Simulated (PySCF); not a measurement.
SMILES C=CCCN at its GFN2-xTB optimised geometry (Å):

```
14

C      2.0120    -0.5504    -2.1765
C      1.3670     0.1540    -1.2657
C      0.8094    -0.4127     0.0000
C     -0.7367    -0.4127     0.0000
N     -1.3670     0.8910     0.0000
H      2.1982    -1.6043    -2.0475
H      2.3864    -0.1081    -3.0840
H      1.1998     1.2130    -1.4219
H      1.1575     0.1794     0.8524
H      1.1559    -1.4392     0.1294
H     -1.0937    -0.9542    -0.8801
H     -1.0857    -0.9434     0.8909
H     -1.1351     1.3988    -0.8465
H     -1.0450     1.4392     0.7911
```

Calculation: CAM-B3LYP/def2-TZVP (PySCF 2.14.0).

Map of the electron localisation function on the plane z = 0.6 Å:

```
|                           |
|                           |
|                           |
|         ...               |
|       .-===:              |
|   ...:=*###=.             |
| .:---=*%@@%*:             |
| -++++*#@@@@#:             |
|.+#####%@@@%*.   ::.       |
|:*%%%%%%%@@#-   =##+:      |
|:*%%%%%###*=.  -%@@%+:     |
|:*#%%%%#++=:. .*@@@@#-     |
| -+***++===-::-#@@@@%=.    |
| .::::.:-=+===+#@@@@#-     |
|      .:+#*++***%@@%+:     |
|      :*@@@#**+++#*+-.     |
|     .*@@@@%+===+**+-.     |
|     -#@@@@%=::+%%%#+:     |
|     =#@@@@#:.:*@@@@%+.    |
|     -*%@@%=. .#@@@@@#-    |
|     .-*##+:  .#@@@@@%-    |
|      .:--:   .*@@@@@#:    |
|               =%@@@%-     |
|               .+##*-      |
|                ....       |
|                           |
|                           |
```
Scale: ten equal steps from 0.000 (start of ' ') to 0.996 (end of '@'), in the order ' .:-=+*#%@'; x runs from -3.50 to 3.50, y from -3.50 (bottom) to 3.50 (top).
